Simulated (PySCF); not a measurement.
**How methods differ on the excitation energy of Hf**

Hf [Xe] 4f14 5d2 6s2 (3F) → Hf [Xe] 4f14 5d4 (5D), as a difference of total energies. All numbers are calculated (PySCF 2.14, scalar relativity by spin-free X2C-1e, in x2c-TZVPPall with one added diffuse shell each of s, p, d, f type (12s8p8d4f1g, 113 functions)). Correlated levels: valence and next inner shell: [Kr] 4d10 4f14 frozen. The calculations carry no spin-orbit coupling.

| method | excitation energy (eV) |
| --- | --- |
| UHF | 4.408 |
| MP2 (valence and next inner shell) | 4.876 |
| SCS-MP2 (valence and next inner shell) | 5.433 |
| CCSD (valence and next inner shell) | 4.949 |
| CCSD(T) (valence and next inner shell) | 4.994 |

How much does correlation contribute at CCSD(T) (valence and next inner shell)?

4.994 − (4.408) = 0.586 eV, measured against UHF.

A first-order spin-orbit estimate (lowest level to lowest level, LS coupling) adds 0.153 eV.
